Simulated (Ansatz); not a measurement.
A structure relaxed at PBE-D4/def2-SVPD in Ansatz, charge -1, doublet:

Cartesian coordinates in Å:
```
Ge -0.880 1.263 -0.313
Ge 0.279 -0.973 1.202
S -1.917 -0.667 0.482
S 1.393 -1.276 -0.898
S 0.566 1.319 1.514
S 0.559 0.334 -1.988
```

(1) Give its formula and point group.

(2) Summarise the bond lengths by kind (pairs closer than 1.2 times the sum of covalent radii, bridged metal pairs left out).

Answers

(1) the cluster Ge₂S₄⁻. Point group C2v (tolerance 0.1 Å).

(2) 6 × Ge–S 2.33 to 2.40 Å; 1 × S–S 2.12 Å.

The relaxation made no stability test and no search for a lower SCF solution. Another isomer (doublet) lies 0.14 eV lower at PBE0-D4/def2-TZVPD; other spin states weren't run for this one.
